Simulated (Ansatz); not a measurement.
**Question.** Predict a relaxed structure of ZnMe(NH2) (CH5NZn), charge 0, singlet, at r2SCAN-D4/def2-TZVP (Ansatz).

**Answer.** 
```xyz
8

Zn    0.239   -0.046    0.174
C    -1.218    0.317   -1.018
H    -2.146   -0.140   -0.665
H    -1.006   -0.072   -2.017
H    -1.383    1.394   -1.108
N     1.710   -0.321    1.205
H     2.043   -1.269    1.322
H     1.761    0.137    2.106
```
The metal has 2 neighbours: C 1.92 Å, N 1.82 Å. This is one stationary point.
